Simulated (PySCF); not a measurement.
C7H11 (doublet state).
Cartesian coordinates in Å at the GFN2-xTB level; atoms count from 1:
```xyz
18
C7H11 angstrom
C     -1.743   -1.253    0.731
C     -0.355   -0.841    0.390
C      0.794   -1.321    0.787
C      2.018   -0.713    0.220
C      1.438    0.541   -0.481
C     -0.085    0.300   -0.609
C     -0.902    1.550   -0.321
H     -2.302   -1.482   -0.176
H     -1.729   -2.133    1.368
H     -2.264   -0.452    1.255
H      2.756   -0.458    0.981
H      2.486   -1.395   -0.494
H      1.608    1.416    0.148
H      1.907    0.720   -1.447
H     -0.331   -0.069   -1.612
H     -1.960    1.371   -0.496
H     -0.579    2.361   -0.971
H     -0.766    1.862    0.713
```

The hyperfine couplings belong to this conformer and change with its torsions.

As a line formula: `CC1=[C]CC[C@@H]1C` [radical].

Level of theory: UKS B3LYP, pcH-1 on C H, non-relativistic, mean-field spin-orbit, GIAO (PySCF). Isolated species at its GFN2-xTB geometry (one conformer only). A GFN2-xTB geometry isn't a minimum of the functional, and hyperfine couplings can be far from their values at a DFT geometry. Stability of the SCF solution: not tested.

Problem. Where do the isotropic ENDOR lines of H11, H8/H9/H10, H12, H15, H14 and H16/H17/H18 fall at 334.9 mT, to first order?

Solution. ν± = |νn ± a/2|, one line for each electron-spin manifold; νn = |g_N| × 7.62259 MHz/T × B.

```csv
nuclei,isotope,g_N,νn (MHz),a_iso (MHz),lower line (MHz),upper line (MHz)
H11,1H,5.5857,14.26,12.49,8.02,20.50
H8/H9/H10,1H,5.5857,14.26,-6.74,10.89,17.63
H12,1H,5.5857,14.26,6.55,10.98,17.54
H15,1H,5.5857,14.26,-5.49,11.51,17.01
H14,1H,5.5857,14.26,4.99,11.77,16.75
H16/H17/H18,1H,5.5857,14.26,4.94,11.79,16.73
```

Problem. Which pairs are centred on the nuclear Larmor frequency, and which on half the coupling?

Solution. Centred on νn, since |a| < 2νn: H11, H8/H9/H10, H12, H15, H14 and H16/H17/H18. No pair has |a| > 2νn.

Class means assume fast exchange of nuclei equivalent by connectivity; if that motion is slow, each nucleus keeps its own coupling. The three 1H nuclei of mean +4.9 MHz run from 0.4 to 12.0 MHz in the frozen geometry. The three 1H nuclei of mean -6.7 MHz run from -9.1 to -2.5 MHz in the frozen geometry.

The Mulliken spin populations are largest on C3 (+1.00), C2 (-0.13) and C6 (+0.07). No atom but C3 exceeds +0.15. The positive populations add up to 1.15 and the negative ones to -0.15, together 2S = 1.
